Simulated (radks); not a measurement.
Results of a calculation; reference values are marked as such.
Q: Excited configurations of Sn XXXI: one electron is placed in a higher orbital outside [Ar] 3d1. The ground configuration is [Ar] 3d2. Level of theory: scalar-relativistic Kohn-Sham, BLYP, spin-polarised, spherical densities, point nucleus; open shells are filled with parallel spins first (spin-orbit coupling, left out, can overturn this in heavy ions) (a radial shooting solver on a logarithmic mesh with Libxc functionals). Excitation = E - E(ground); binding = E(ion) - E, where the ion is the core of charge +31; n* = 31/sqrt(2 binding) in atomic units. These energies are relativistic, and a one-electron ion of charge +31 with no core already has n* below n in this formula (scalar-relativistic equation, point nucleus: 4s 3.979, 4p 3.988, 4d 3.995, 5s 4.978, 6p 5.986, 7d 6.992, 7f 6.995). The quantum defect is therefore taken as that value minus n*, so that it holds no relativistic shift of the bare ion.

outer orbital  excitation (eV)  binding (eV)     n*  quantum defect  eigenvalue (eV)  <r> (bohr)
4s                      704.33        1052.9  3.524           0.455          -1035.8      0.6071
4p                      760.46        996.75  3.622           0.366          -979.75      0.6106
4d                      833.75        923.46  3.763           0.232          -905.63      0.5943
5s                      1117.2        640.02  4.520           0.458          -630.52      0.9955
7d                      1469.4        287.79  6.740           0.252          -283.41       2.115
7f                      1479.1        278.11  6.857           0.139          -273.66       2.092

Estimate the row for 6p.

A: excitation (eV) 1342.3; binding (eV) 414.93; n* 5.614; quantum defect 0.373; eigenvalue (eV) -408.90; <r> (bohr) 1.503. The Delta-SCF ionisation energy is 1757.2 eV (NIST Atomic Spectra Database: 1763 eV, theoretical). Self-interaction in the functional shifts the binding energies and quantum defects, so they are the method's values and not measured ones. Open shells are spherical and high-spin; term and fine-structure splittings are not resolved. Spin-orbit splitting is averaged out at the scalar-relativistic level.
